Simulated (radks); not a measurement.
Valence configurations of the argon ion Ar+ (all share [Ne]). Method: scalar-relativistic Kohn-Sham, SCAN, spin-polarised, spherical densities, finite nucleus; open shells are filled with parallel spins first; meta-GGA in the generalised Kohn-Sham scheme; Fermi nuclear charge, rms radius 3.4274 fm; computed with a radial shooting solver on a logarithmic mesh with Libxc functionals. Energies are relative to 3s2 3p5; eigenvalues in eV for spin up.

valence,E (eV),moment (Bohr magnetons),e(3p),e(3s)
3s2 3p5,0.000,1,-23.211,-38.585
3s1.5 3p5.5,7.642,1,-23.541,-38.984
3s1 3p6,15.224,1,-23.876,-39.387

NIST lists [Ne] 3s2 3p5 as the ground configuration; this level of theory agrees among the configurations tried. The energies are those of spherical high-spin densities, not of single terms.
